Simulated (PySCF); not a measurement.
# MoO3: umbrella curve

All numbers come from PBE in PySCF with Mo def2-TZVP with ECP28, O def2-TZVP; scalar-relativistic core potentials, no spin–orbit coupling; density-fitted integrals.

Rigid scan from the singlet minimum (Mo–O 1.717 Å (×3); O–Mo–O 108.9° (×3)). Coordinate: angle between each bond and the threefold axis, bonds fixed. Energies in kJ/mol from the minimum.

**Question.** Predict the curve at 55, 60, 65, 70, 75, 80, 85, 90.

**Answer.** 
```tsv
angle of the bonds to the threefold axis (°)	E (kJ/mol)	dipole size (D)
55	140.4	6.35
60	53.4	6.05
65	11.3	5.62
70	0.0	4.98
75	7.8	4.08
80	24.4	2.90
85	39.5	1.51
90	45.6	0.00
```

With the bonds held, the planar shape lies 45.6 kJ/mol from the minimum.

Other isomers or separated fragments may lie lower.
